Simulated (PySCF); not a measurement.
B(H)2(Me) (CH₅B), SMILES BC. Heavy atoms are numbered as in [BH2:1][CH3:4]. Hydrogens are named by the atom that carries them.

Geometry: B3LYP-D3(BJ)/def2-TZVP.

Calculation: KT2/pcSseg-2 (PySCF).

GIAO shieldings, no solvent; atoms alike by connectivity are averaged. δ = σ(ref) − σ: ¹¹B against BF3 (σ = 89.2 ppm); ¹H against TMS (σ = 31.47 ppm); ¹³C against TMS (σ = 184.2 ppm), references at their B3LYP-D3(BJ)/def2-TZVP geometries, non-relativistic.

```tsv
atoms	nucleus	count	δ (ppm)
B1 (BH2)	¹¹B	1	79.9
H on B1	¹H	2	7.93
H on C4	¹H	3	…
C4 (CH3)	¹³C	1	…
```

Task: Fill in the missing entries. (An estimate is asked for; the answer gives what the named calculation found.)

Result: 
- C4 (CH3), δ (ppm): 18.7
- H on C4, δ (ppm): 1.37
